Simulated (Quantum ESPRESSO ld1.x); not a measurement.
All-electron atom: Tc+ in [Kr] 4d5 5s1 (the NIST ground configuration). Calculated with ld1.x of Quantum ESPRESSO 7.5: scalar-relativistic Kohn-Sham, LDA (Slater exchange, VWN5 correlation), spin-polarised, spherical densities, point nucleus; open shells are filled with parallel spins first.

Normalised radial functions P(r) = r R(r), r in bohr:

r           4s up    4p up  5s down
0.001167   0.0425   0.0007   0.0132
0.001557   0.0548   0.0012   0.0171
0.002076   0.0704   0.0020   0.0220
0.002769   0.0896   0.0033   0.0280
0.003693   0.1129   0.0056   0.0352
0.004926   0.1400   0.0093   0.0437
0.00657    0.1701   0.0155   0.0530
0.008763   0.2006   0.0257   0.0625
0.01178    0.2273   0.0425   0.0709
0.01571    0.2404   0.0680   0.0749
0.02096    0.2288   0.1059   0.0713
0.02795    0.1779   0.1590   0.0554
0.03728    0.0755   0.2262   0.0234
0.04973   -0.0779   0.2985  -0.0245
0.06632   -0.2540   0.3520  -0.0794
0.08846   -0.3836   0.3456  -0.1195
0.118     -0.3672   0.2310  -0.1136
0.1574    -0.1333  -0.0125  -0.0394
0.2099     0.2630  -0.3254   0.0846
0.2799     0.5842  -0.5426   0.1815
0.3734     0.5257  -0.4658   0.1530
0.498     -0.0049  -0.0307  -0.0254
0.6642    -0.7129   0.5731  -0.2379
0.8859    -1.1153   0.9929  -0.2900
1.191     -0.9816   0.9925  -0.0768
1.589     -0.5596   0.6719   0.2765
2.119     -0.2070   0.3153   0.5591
2.826     -0.0466   0.0983   0.6332
3.769     -0.0057   0.0185   0.5016
5.027     -0.0003   0.0018   0.2787
6.705     0.0000   0.0001   0.1011
8.942     0.0000   0.0000   0.0215

4s up: eigenvalue -81.953 eV, 3 radial nodes at r = 0.0434, 0.175, 0.497 bohr, <r> = 1.06 bohr, 90 % of the charge inside 1.54 bohr. 4p up: eigenvalue -54.062 eV, 2 radial nodes at r = 0.155, 0.506 bohr, <r> = 1.17 bohr, 90 % of the charge inside 1.74 bohr. 5s down (empty): eigenvalue -10.059 eV, 4 radial nodes at r = 0.0434, 0.174, 0.482, 1.27 bohr, <r> = 3.15 bohr, 90 % of the charge inside 4.66 bohr.
